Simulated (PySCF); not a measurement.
CrF3, SMILES [F][Cr]([F])[F] (connectivity only; charge and spin as stated), neutral, multiplicity 4.

Geometry: TPSSh-D3(BJ)/def2-SVP. The multiplicity is an assumed one; other spin states were not compared.

The numbers are results of PySCF with TDA-PBE/def2-SVPD, not measurements.

Vertical excitations; the highest root listed may be one member of a degenerate set. 

Computed lowest excited states:
```json
[
 {"state": "root 1", "energy (eV)": "1.39", "λ (nm)": "894", "f": "0.000", "main pairs": "α HOMO→LUMO 50 %, α HOMO−1→LUMO+1 50 %"},
 {"state": "root 2", "energy (eV)": "1.40", "λ (nm)": "887", "f": "0.000", "main pairs": "α HOMO−1→LUMO 50 %, α HOMO→LUMO+1 50 %"},
 {"state": "root 3", "energy (eV)": "1.88", "λ (nm)": "661", "f": "0.000", "main pairs": "α HOMO−1→LUMO+1, α HOMO→LUMO (degenerate set)"},
 {"state": "root 4", "energy (eV)": "1.88", "λ (nm)": "661", "f": "0.000", "main pairs": "α HOMO→LUMO+1, α HOMO−1→LUMO (degenerate set)"},
 {"state": "root 5", "energy (eV)": "1.92", "λ (nm)": "645", "f": "0.001", "main pairs": "α HOMO−2→LUMO+1 (degenerate set)"},
 {"state": "root 6", "energy (eV)": "1.92", "λ (nm)": "645", "f": "0.001", "main pairs": "α HOMO−2→LUMO (degenerate set)"},
 {"state": "root 7", "energy (eV)": "5.32", "λ (nm)": "233", "f": "0.004", "main pairs": "α HOMO−3→LUMO (degenerate set)"},
 {"state": "root 8", "energy (eV)": "5.32", "λ (nm)": "233", "f": "0.004", "main pairs": "α HOMO−3→LUMO+1 (degenerate set)"},
 {"state": "root 9", "energy (eV)": "5.43", "λ (nm)": "228", "f": "0.000", "main pairs": "α HOMO→LUMO+2 (degenerate set)"},
 {"state": "root 10", "energy (eV)": "5.43", "λ (nm)": "228", "f": "0.000", "main pairs": "α HOMO−1→LUMO+2 (degenerate set)"}
]
```
Unrestricted roots are not spin-pure.
